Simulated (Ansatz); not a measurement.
Level of theory: B3LYP-D3(BJ)/def2-SVP (Ansatz, a first-principles code). No frequencies were computed at this level.

Ansatz 0.2 input:
```yaml
crystal:
  periodic: [false, false, false]
  atoms:
    - { symbol: B, position_ang: [0.899011, 3.164243, 0.060622] }
    - { symbol: C, position_ang: [0.328758, 1.729885, 0.053194] }
    - { symbol: C, position_ang: [1.179262, 0.609193, -0.017679] }
    - { symbol: C, position_ang: [0.723094, -0.701429, -0.028173] }
    - { symbol: C, position_ang: [1.595942, -1.865877, -0.101398] }
    - { symbol: C, position_ang: [2.920446, -1.867576, -0.01715] }
    - { symbol: C, position_ang: [-0.665147, -0.881432, 0.029065] }
    - { symbol: S, position_ang: [-1.521681, -2.394444, 0.027177] }
    - { symbol: C, position_ang: [-3.040967, -1.564478, 0.120446] }
    - { symbol: C, position_ang: [-2.918434, -0.224044, 0.153282] }
    - { symbol: C, position_ang: [-1.55584, 0.2066, 0.102368] }
    - { symbol: C, position_ang: [-1.04715, 1.501048, 0.114627] }
    - { symbol: H, position_ang: [0.175453, 4.080922, 0.123499] }
    - { symbol: H, position_ang: [2.053971, 3.338884, 0.003802] }
    - { symbol: H, position_ang: [2.241759, 0.787401, -0.073321] }
    - { symbol: H, position_ang: [1.072114, -2.806555, -0.226023] }
    - { symbol: H, position_ang: [3.481596, -2.783827, -0.080169] }
    - { symbol: H, position_ang: [3.496908, -0.969145, 0.121943] }
    - { symbol: H, position_ang: [-3.938931, -2.1509, 0.14496] }
    - { symbol: H, position_ang: [-3.749322, 0.456244, 0.211177] }
    - { symbol: H, position_ang: [-1.730841, 2.335288, 0.169981] }
basis:
  gaussian: { orbitals: def2-svp }
hamiltonian:
  xc: b3lyp
  dispersion: d3bj
relax:
  max_steps: 150
```

Output:

```
[...]
relax step   2: F+E_penalty+E_count = -22017.78856175 eV  Δ(F+E_penalty+E_count) = -1.080e-1 eV  max|allowed force component| = 3.511e-1 eV/Å  Δτ_max = 0.0415 Å  (35 SCF iters, accepted)
these checks for a lower state are left out or cut short: starts, cluster_reference, orbital_swaps, neighbouring_geometries, increment
2507 factors; integrals over basis functions are off by at most 5.0e-4 eV
mean field evaluation 32: about -22016.5166 eV, gradient 3.6e-4 eV
mean field -22016.51659851 eV, -809.0920616643 hartree, gradient 1.1e-5 eV, S^2 0.000000; 0 other end points of the search recorded, 0 dependent functions left out
reference -22016.51693981 eV, -809.0920742070 hartree; 45, 45 occupied and 172, 172 virtual orbitals, 2507 factors
relax step   3: F+E_penalty+E_count = -22017.79752807 eV  Δ(F+E_penalty+E_count) = -8.966e-3 eV  max|allowed force component| = 6.917e-2 eV/Å  Δτ_max = 0.0166 Å  (35 SCF iters, accepted)
these checks for a lower state are left out or cut short: starts, cluster_reference, orbital_swaps, neighbouring_geometries, increment
2507 factors; integrals over basis functions are off by at most 5.0e-4 eV
mean field -22016.51686292 eV, -809.0920713812 hartree, gradient 1.2e-5 eV, S^2 0.000000; 0 other end points of the search recorded, 0 dependent functions left out
reference -22016.51720416 eV, -809.0920839216 hartree; 45, 45 occupied and 172, 172 virtual orbitals, 2507 factors
relax step   4: F+E_penalty+E_count = -22017.79769245 eV  Δ(F+E_penalty+E_count) = -1.644e-4 eV  max|allowed force component| = 6.137e-2 eV/Å  Δτ_max = 0.0116 Å  (26 SCF iters, accepted)
these checks for a lower state are left out or cut short: starts, cluster_reference, orbital_swaps, neighbouring_geometries, increment
2507 factors; integrals over basis functions are off by at most 5.0e-4 eV
mean field -22016.51712264 eV, -809.0920809257 hartree, gradient 1.1e-5 eV, S^2 0.000000; 0 other end points of the search recorded, 0 dependent functions left out
reference -22016.51746363 eV, -809.0920934569 hartree; 45, 45 occupied and 172, 172 virtual orbitals, 2507 factors
relax step   5: F+E_penalty+E_count = -22017.79782360 eV  Δ(F+E_penalty+E_count) = -1.311e-4 eV  max|allowed force component| = 6.278e-2 eV/Å  Δτ_max = 0.0170 Å  (34 SCF iters, accepted)
these checks for a lower state are left out or cut short: starts, cluster_reference, orbital_swaps, neighbouring_geometries, increment
2507 factors; integrals over basis functions are off by at most 5.0e-4 eV
mean field -22016.51766618 eV, -809.0921009004 hartree, gradient 1.4e-5 eV, S^2 0.000000; 0 other end points of the search recorded, 0 dependent functions left out
reference -22016.51800722 eV, -809.0921134333 hartree; 45, 45 occupied and 172, 172 virtual orbitals, 2507 factors
relax step   6: F+E_penalty+E_count = -22017.79854843 eV  Δ(F+E_penalty+E_count) = -7.248e-4 eV  max|allowed force component| = 1.644e-2 eV/Å  Δτ_max = 0.0109 Å  (26 SCF iters, accepted)
these checks for a lower state are left out or cut short: starts, cluster_reference, orbital_swaps, neighbouring_geometries, increment
2507 factors; integrals over basis functions are off by at most 5.0e-4 eV
mean field -22016.51789225 eV, -809.0921092083 hartree, gradient 1.1e-5 eV, S^2 0.000000; 0 other end points of the search recorded, 0 dependent functions left out
reference -22016.51823304 eV, -809.0921217323 hartree; 45, 45 occupied and 172, 172 virtual orbitals, 2507 factors
relax step   7: F+E_penalty+E_count = -22017.79887683 eV  Δ(F+E_penalty+E_count) = -3.284e-4 eV  max|allowed force component| = 3.474e-2 eV/Å  Δτ_max = 0.0382 Å  (34 SCF iters, accepted)
these checks for a lower state are left out or cut short: starts, cluster_reference, orbital_swaps, neighbouring_geometries, increment
2507 factors; integrals over basis functions are off by at most 4.9e-4 eV
mean field evaluation 64: about -22016.5169 eV, gradient 2.8e-4 eV
mean field -22016.51693916 eV, -809.0920741830 hartree, gradient 2.1e-5 eV, S^2 0.000000; 0 other end points of the search recorded, 0 dependent functions left out
reference -22016.51727962 eV, -809.0920866945 hartree; 45, 45 occupied and 172, 172 virtual orbitals, 2507 factors
relax step   8: F+E_penalty+E_count = -22017.79783097 eV  Δ(F+E_penalty+E_count) = +1.046e-3 eV  max|allowed force component| = 1.625e-1 eV/Å  Δτ_max = 0.1626 Å  (30 SCF iters, rejected (line search))
these checks for a lower state are left out or cut short: starts, cluster_reference, orbital_swaps, neighbouring_geometries, increment
2507 factors; integrals over basis functions are off by at most 4.9e-4 eV
mean field -22016.51823726 eV, -809.0921218872 hartree, gradient 1.1e-5 eV, S^2 0.000000; 0 other end points of the search recorded, 0 dependent functions left out
reference -22016.51857770 eV, -809.0921343981 hartree; 45, 45 occupied and 172, 172 virtual orbitals, 2507 factors
relax step   9: F+E_penalty+E_count = -22017.79930798 eV  Δ(F+E_penalty+E_count) = -4.312e-4 eV  max|allowed force component| = 2.844e-2 eV/Å  Δτ_max = 0.0613 Å  (33 SCF iters, accepted)
these checks for a lower state are left out or cut short: starts, cluster_reference, orbital_swaps, neighbouring_geometries, increment
2507 factors; integrals over basis functions are off by at most 4.9e-4 eV
mean field -22016.51841228 eV, -809.0921283192 hartree, gradient 1.2e-5 eV, S^2 0.000000; 0 other end points of the search recorded, 0 dependent functions left out
reference -22016.51875266 eV, -809.0921408278 hartree; 45, 45 occupied and 172, 172 virtual orbitals, 2507 factors
relax step  10: F+E_penalty+E_count = -22017.79940729 eV  Δ(F+E_penalty+E_count) = -9.931e-5 eV  max|allowed force component| = 6.922e-2 eV/Å  Δτ_max = 0.0979 Å  (32 SCF iters, accepted)
these checks for a lower state are left out or cut short: starts, cluster_reference, orbital_swaps, neighbouring_geometries, increment
2507 factors; integrals over basis functions are off by at most 4.9e-4 eV
mean field -22016.51864506 eV, -809.0921368736 hartree, gradient 1.1e-5 eV, S^2 0.000000; 0 other end points of the search recorded, 0 dependent functions left out
reference -22016.51898539 eV, -809.0921493805 hartree; 45, 45 occupied and 172, 172 virtual orbitals, 2507 factors
relax step  11: F+E_penalty+E_count = -22017.79968505 eV  Δ(F+E_penalty+E_count) = -2.778e-4 eV  max|allowed force component| = 3.255e-2 eV/Å  Δτ_max = 0.0245 Å  (33 SCF iters, accepted)
these checks for a lower state are left out or cut short: starts, cluster_reference, orbital_swaps, neighbouring_geometries, increment
2507 factors; integrals over basis functions are off by at most 4.9e-4 eV
mean field -22016.51835282 eV, -809.0921261339 hartree, gradient 1.3e-5 eV, S^2 0.000000; 0 other end points of the search recorded, 0 dependent functions left out
reference -22016.51869307 eV, -809.0921386380 hartree; 45, 45 occupied and 172, 172 virtual orbitals, 2507 factors
relax step  12: F+E_penalty+E_count = -22017.79943398 eV  Δ(F+E_penalty+E_count) = +2.511e-4 eV  max|allowed force component| = 6.394e-2 eV/Å  Δτ_max = 0.0113 Å  (26 SCF iters, rejected (line search))
these checks for a lower state are left out or cut short: starts, cluster_reference, orbital_swaps, neighbouring_geometries, increment
2507 factors; integrals over basis functions are off by at most 4.9e-4 eV
mean field evaluation 96: about -22016.5186 eV, gradient 1.7e-1 eV
mean field -22016.51874891 eV, -809.0921406899 hartree, gradient 2.2e-5 eV, S^2 0.000000; 0 other end points of the search recorded, 0 dependent functions left out
reference -22016.51908921 eV, -809.0921531958 hartree; 45, 45 occupied and 172, 172 virtual orbitals, 2507 factors
relax step  13: F+E_penalty+E_count = -22017.79979182 eV  Δ(F+E_penalty+E_count) = -1.068e-4 eV  max|allowed force component| = 1.474e-2 eV/Å  Δτ_max = 0.0055 Å  (25 SCF iters, accepted)
these checks for a lower state are left out or cut short: starts, cluster_reference, orbital_swaps, neighbouring_geometries, increment
2507 factors; integrals over basis functions are off by at most 4.9e-4 eV
mean field -22016.51874870 eV, -809.0921406824 hartree, gradient 2.1e-5 eV, S^2 0.000000; 0 other end points of the search recorded, 0 dependent functions left out
reference -22016.51908900 eV, -809.0921531882 hartree; 45, 45 occupied and 172, 172 virtual orbitals, 2507 factors
relax step  14: F+E_penalty+E_count = -22017.79979193 eV  Δ(F+E_penalty+E_count) = -1.077e-7 eV  max|allowed force component| = 1.479e-2 eV/Å  Δτ_max = 0.0003 Å  (21 SCF iters, accepted)
these checks for a lower state are left out or cut short: starts, cluster_reference, orbital_swaps, neighbouring_geometries, increment
2507 factors; integrals over basis functions are off by at most 4.8e-4 eV
mean field -22016.51883310 eV, -809.0921437838 hartree, gradient 1.1e-5 eV, S^2 0.000000; 0 other end points of the search recorded, 0 dependent functions left out
reference -22016.51917339 eV, -809.0921562893 hartree; 45, 45 occupied and 172, 172 virtual orbitals, 2507 factors
relax step  15: F+E_penalty+E_count = -22017.79986890 eV  Δ(F+E_penalty+E_count) = -7.697e-5 eV  max|allowed force component| = 2.124e-2 eV/Å  Δτ_max = 0.0238 Å  (33 SCF iters, accepted)
these checks for a lower state are left out or cut short: starts, cluster_reference, orbital_swaps, neighbouring_geometries, increment
2507 factors; integrals over basis functions are off by at most 4.8e-4 eV
mean field -22016.51890828 eV, -809.0921465469 hartree, gradient 1.1e-5 eV, S^2 0.000000; 0 other end points of the search recorded, 0 dependent functions left out
reference -22016.51924863 eV, -809.0921590546 hartree; 45, 45 occupied and 172, 172 virtual orbitals, 2507 factors
relax step  16: F+E_penalty+E_count = -22017.79993262 eV  Δ(F+E_penalty+E_count) = -6.372e-5 eV  max|allowed force component| = 1.321e-2 eV/Å  Δτ_max = 0.0243 Å  (34 SCF iters, accepted)
these checks for a lower state are left out or cut short: starts, cluster_reference, orbital_swaps, neighbouring_geometries, increment
2507 factors; integrals over basis functions are off by at most 4.8e-4 eV
mean field -22016.51891660 eV, -809.0921468524 hartree, gradient 1.3e-5 eV, S^2 0.000000; 0 other end points of the search recorded, 0 dependent functions left out
reference -22016.51925696 eV, -809.0921593606 hartree; 45, 45 occupied and 172, 172 virtual orbitals, 2507 factors
relax step  17: F+E_penalty+E_count = -22017.79995305 eV  Δ(F+E_penalty+E_count) = -2.042e-5 eV  max|allowed force component| = 1.373e-2 eV/Å  Δτ_max = 0.0122 Å  (25 SCF iters, accepted)
these checks for a lower state are left out or cut short: starts, cluster_reference, orbital_swaps, neighbouring_geometries, increment
2507 factors; integrals over basis functions are off by at most 4.8e-4 eV
mean field evaluation 128: about -22016.5189 eV, gradient 1.6e-4 eV
mean field -22016.51890208 eV, -809.0921463188 hartree, gradient 2.2e-5 eV, S^2 0.000000; 0 other end points of the search recorded, 0 dependent functions left out
reference -22016.51924244 eV, -809.0921588270 hartree; 45, 45 occupied and 172, 172 virtual orbitals, 2507 factors
relax step  18: F+E_penalty+E_count = -22017.79996019 eV  Δ(F+E_penalty+E_count) = -7.141e-6 eV  max|allowed force component| = 7.292e-3 eV/Å  Δτ_max = 0.0060 Å  (25 SCF iters, accepted)
2507 factors; integrals over basis functions are off by at most 4.8e-4 eV
mean field -22016.51890208 eV, -809.0921463188 hartree, gradient 2.2e-5 eV, S^2 0.000000; 1 other end points of the search recorded, 0 dependent functions left out
reference -22016.51924244 eV, -809.0921588270 hartree; 45, 45 occupied and 172, 172 virtual orbitals, 2507 factors
Total energy: -22017.80030055 eV, -809.1392368443 hartree
Atom 0 at     0.896747     3.168251     0.039699 Å, force    -0.000112    -0.000254     0.001860 eV/Å
Atom 1 at     0.331197     1.739701     0.035841 Å, force    -0.000270     0.000977    -0.001551 eV/Å
Atom 2 at     1.191275     0.614022    -0.067618 Å, force     0.001338    -0.002224     0.000012 eV/Å
Atom 3 at     0.730536    -0.704846    -0.075524 Å, force    -0.002446     0.001127     0.000977 eV/Å
Atom 4 at     1.622089    -1.871493    -0.177396 Å, force     0.005745    -0.006446    -0.001242 eV/Å
Atom 5 at     2.938626    -1.892702     0.072476 Å, force    -0.007292     0.005512     0.003133 eV/Å
Atom 6 at    -0.670331    -0.879647     0.011402 Å, force     0.000267     0.001511     0.000278 eV/Å
Atom 7 at    -1.528311    -2.402880     0.027685 Å, force     0.002922    -0.000518    -0.000438 eV/Å
Atom 8 at    -3.066710    -1.578727     0.148961 Å, force    -0.001767     0.000602     0.000643 eV/Å
Atom 9 at    -2.946020    -0.224525     0.185641 Å, force    -0.000064    -0.001025    -0.000402 eV/Å
Atom 10 at    -1.573529     0.215216     0.110307 Å, force     0.001065     0.001440    -0.000388 eV/Å
Atom 11 at    -1.056234     1.517496     0.124532 Å, force    -0.001279    -0.001730     0.000341 eV/Å
Atom 12 at     0.153160     4.115803     0.131991 Å, force     0.000114     0.000004    -0.000297 eV/Å
Atom 13 at     2.086764     3.356426    -0.047850 Å, force    -0.000215    -0.000145    -0.000541 eV/Å
Atom 14 at     2.263999     0.794454    -0.163310 Å, force    -0.000393     0.000774    -0.000038 eV/Å
Atom 15 at     1.138821    -2.806768    -0.483057 Å, force     0.000808     0.002733     0.000066 eV/Å
Atom 16 at     3.516396    -2.812251    -0.045089 Å, force     0.000942     0.000426    -0.000227 eV/Å
Atom 17 at     3.482865    -1.006160     0.409414 Å, force     0.000714    -0.003620    -0.002356 eV/Å
Atom 18 at    -3.981429    -2.168710     0.189752 Å, force    -0.000528     0.000926     0.000171 eV/Å
Atom 19 at    -3.792902     0.458183     0.264154 Å, force    -0.000606    -0.000666    -0.000024 eV/Å
Atom 20 at    -1.737007     2.369160     0.200219 Å, force     0.001058     0.000596     0.000024 eV/Å
Dipole moment:    -0.256821    -0.321789     0.010385 e Å
```

Cost: roughly 10 core-minutes.
